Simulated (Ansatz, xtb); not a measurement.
## C6H5NO3: which of two isomers lies lower

We compare X, `C=C[C@@]1(C#N)COC(=O)O1`, a singlet, with Y, `C=C[C@@H]1OC(=O)O[C@H]1C#N`, a singlet. Both are isolated molecules in the gas phase, relaxed with PBE-D3(BJ)/def2-SVP; each stands in its lowest conformer found.

Quicker runs give these differences E(Y) − E(X): GFN2-xTB +0.12 kcal/mol; HF/STO-3G −0.38 kcal/mol (at GFN2-xTB geometries); r2SCAN-D4/def2-SVP −0.89 kcal/mol (at GFN2-xTB geometries).

Task: Estimate E(Y) − E(X) at the level CCSD(T)/def2-SVP + ΔMP2/def2-TZVPP.

Result: CCSD(T)/def2-SVP + ΔMP2/def2-TZVPP gives E(Y) − E(X) = −0.30 kcal/mol, slightly favouring structure Y, which is too small a margin to settle the true order.

The same difference at several levels:

```
                             level             geometry  E(Y) − E(X) (kcal/mol)  departure from the last row (kcal/mol)  job, with rough time for the two
                          GFN2-xTB             GFN2-xTB                     +0.12                                   +0.42              optimisation, 0.69 s
                         HF/STO-3G             GFN2-xTB                     −0.38                                   −0.08               single point, 1.2 s
                r2SCAN-D4/def2-SVP             GFN2-xTB                     −0.89                                   −0.58                single point, 11 s
               PBE-D3(BJ)/def2-SVP  PBE-D3(BJ)/def2-SVP                     −0.85                                   −0.55               optimisation, 2 min
                       HF/def2-SVP  PBE-D3(BJ)/def2-SVP                     −1.07                                   −0.77           part of the CCSD(T) run
                      MP2/def2-SVP  PBE-D3(BJ)/def2-SVP                     +0.56                                   +0.86           part of the CCSD(T) run
                  CCSD(T)/def2-SVP  PBE-D3(BJ)/def2-SVP                     +0.15                                   +0.45                      single point
CCSD(T)/def2-SVP + ΔMP2/def2-TZVPP  PBE-D3(BJ)/def2-SVP                     −0.30                                                     single point, 8.2 min
```

As drawn, both hold the same kinds of bond in the same numbers.

The largest departure from CCSD(T)/def2-SVP + ΔMP2/def2-TZVPP is that of MP2/def2-SVP, 0.86 kcal/mol. The last row adds to CCSD(T) the change of the MP2 difference between the two basis sets, here −0.45 kcal/mol.

With thermal terms from frequencies at re-optimised GFN2-xTB minima (ideal gas, soft modes damped towards free rotors, one conformer each, 298.15 K, 1 atm): on the last row, ΔE + ΔZPE = −0.15, ΔH = −0.24, ΔG = −0.17 kcal/mol.

The correlated steps freeze 10 core orbitals. Codes used: Ansatz 0.2.0, xtb 6.7.1; the last row on 2 threads of Arm Neoverse V1 on a shared host.
